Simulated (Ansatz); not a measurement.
Z-matrix (Å, degrees):
```
Sn
F 1 1.919
S 1 2.423 2 106.2
F 1 1.923 2 103.4 3 -113.3
H 3 1.346 1 90.5 2 -154.6
```

The species carries charge 0 and has multiplicity 2. Sn takes the def2 core potential.

Question: List the ωB97M-V/def2-TZVPP orbital energies in eV (Ansatz 0.2.0). (An estimate is asked.)

Answer: Computed: α occupied: -2427.86, -676.79, -676.77, -221.80, -164.95, -164.87, -164.72, -144.43, -99.06, -98.96, -98.96, -35.31, -35.11, -32.61, -32.56, -32.50, -32.29, -31.79, -23.81, -17.53, -15.04, -14.57, -14.30, -14.14, -13.81, -13.64, -12.83, -10.81, -9.63. α empty: 0.83, 1.24, 1.32, 1.89, 3.60, 4.35, 4.60, 6.26. β occupied: -2427.80, -676.71, -676.68, -221.75, -164.84, -164.76, -164.66, -144.37, -98.97, -98.94, -98.92, -35.15, -34.94, -32.49, -32.47, -32.43, -32.17, -31.69, -23.54, -17.01, -14.75, -14.31, -14.07, -13.97, -13.65, -13.54, -12.06, -10.56. β empty: -3.04, 1.02, 1.35, 1.55, 2.02, 3.84, 4.49, 4.78. ⟨S²⟩ = 0.758.
